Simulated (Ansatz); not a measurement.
One change: `CB[SiH2]O` becomes `O[SiH2][BH][GeH3]`.

Ansatz, PBE0-D4/def2-TZVP geometries, multiplicity 1. Each molecule was computed in one conformer, which needn't be the lowest.

Scalar relativity is left out up to krypton.

```json
{"property": "LUMO energy (PBE0/def2-TZVPP) / eV", "`CB[SiH2]O`": "-1.82"}
{"property": "HOMO–LUMO gap (ωB97M-V/def2-TZVPP) / eV", "`CB[SiH2]O`": "9.83"}
{"property": "HOMO energy (B3LYP/def2-TZVPP) / eV", "`CB[SiH2]O`": "-7.33"}
{"property": "HOMO–LUMO gap (PBE0/def2-TZVPP) / eV", "`CB[SiH2]O`": "5.68"}
{"property": "LUMO energy (ωB97M-V/def2-TZVPP) / eV", "`CB[SiH2]O`": "0.14"}
{"property": "HOMO energy (PBE0/def2-TZVPP) / eV", "`CB[SiH2]O`": "-7.50"}
```

(1) Give the same properties after the change, and the shifts. (An estimate is asked.)

Results:

(1) The calculation gave: 
```tsv
property	`O[SiH2][BH][GeH3]`	shift
LUMO energy (PBE0/def2-TZVPP) / eV	-2.86	-1.04
HOMO–LUMO gap (ωB97M-V/def2-TZVPP) / eV	8.98	-0.85
HOMO energy (B3LYP/def2-TZVPP) / eV	-7.57	-0.24
HOMO–LUMO gap (PBE0/def2-TZVPP) / eV	4.89	-0.79
LUMO energy (ωB97M-V/def2-TZVPP) / eV	-0.89	-1.03
HOMO energy (PBE0/def2-TZVPP) / eV	-7.75	-0.25
```

With PBE0 the HOMO falls by 0.25 eV and the LUMO falls by 1.04 eV, so the gap narrows by about 0.79 eV. PBE moves the HOMO by -0.32 eV and ωB97M-V by -0.18 eV.

B3LYP here is the variant with VWN-RPA as its local correlation; programs differ in this.
